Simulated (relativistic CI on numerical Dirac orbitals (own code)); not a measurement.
Hyperfine structure of Sc XIV, mass number 45

Method of calculation: Dirac-Coulomb-Breit CI, KLI orbitals optimised for each configuration, QED by a radiative potential, unscaled Slater integrals (own radial code, finite nucleus).

CI space (outside the closed core 1s2): 2s2.2p4, 2s.2p5, 2p6, 2p5.3s, 2s2.2p3.3s, 2p5.3p, 2s2.2p3.3p, 2p5.3d, 2s2.2p3.3d, 2s.2p4.3s, 2s.2p4.3p, 2s.2p4.3d, 2s2.2p3.4s, 2s2.2p3.4p, 2s2.2p3.4d, 2s2.2p3.4f. Levels of other configurations are missing.

Nuclear spin I = 7/2, μ = 4.754 μN, Q = -0.22 b (tables of Stone and Pyykkö). The electronic factors are computed for point nuclear moments, without core polarisation or the Bohr-Weisskopf and QED corrections.

```
           Level   E (Ry)  A (MHz)  B (MHz)
    2s2.2p4 3P_2   0.0000    18200    -4680
    2s2.2p4 3P_1   0.2827   -99.25     2570
    2s2.2p4 1D_2   0.9142    35190     9860
    2s.2p5 3P°_2   6.1124    88180     5090
    2s.2p5 3P°_1   6.3396    89410    -2560
    2s.2p5 1P°_1   8.4673    51720     5130
2s2.2p3.3s 5S°_2  34.6264    18930    -54.1
2s2.2p3.3s 3S°_1  35.0277   -15660    -73.1
```

Levels with J = 0, under 50 % of one LS term, or S terms without an open s electron are left out. Small factors come from cancelling terms and can be off by tens of per cent or more.

At this charge energies of transitions that change n are usually good to better than 1 %, and those within a shell (Δn = 0) to a few per cent.

Problem. Give the hyperfine levels of 2s2.2p4 3P_2 relative to its centre of gravity.

Solution. With K = F(F + 1) − I(I + 1) − J(J + 1), E = AK/2 + B[¾K(K + 1) − I(I + 1)J(J + 1)]/[2I(2I − 1)J(2J − 1)]: F = 3/2: -166300, F = 5/2: -118700, F = 7/2: -53250, F = 9/2: 28880, F = 11/2: 126200 MHz.

LS names give the leading component of a level, which can be under half, so a name can repeat, a term be missing and a line seem to break the LS rules.
